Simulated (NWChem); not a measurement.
Species: CH$_{7}$GeN; SMILES C[NH][GeH3]

```xyz
10

Ge     0.0383     0.7505    -0.0025
N     -0.5860    -0.9732    -0.0703
C      0.3241    -2.0910     0.0145
H     -1.1855     1.6709    -0.1449
H      0.7906     1.1017     1.3081
H      1.0117     0.9287    -1.1816
H     -1.4381    -1.1214     0.4613
H     -0.1778    -3.0257    -0.2880
H      0.7684    -2.2649     1.0168
H      1.1626    -1.9465    -0.6869
```
Atoms are numbered in this order, from 1.

Coordinates come from a PBE0/def2-SVP optimisation.

 States above −ε(HOMO) = 5.3 eV lie in this functional's continuum and hang on the basis.

List the 4 lowest vertical singlet excitations from PBE/def2-SVPD, TDA (NWChem).


```csv
state,energy (eV),oscillator strength,leading excitation (squared amplitude)
S1,4.87,0.002,HOMO → LUMO (0.97)
S2,5.40,0.032,HOMO → LUMO+1 (0.95)
S3,5.84,0.004,HOMO → LUMO+2 (0.99)
S4,6.21,0.002,HOMO → LUMO+3 (0.95)
```
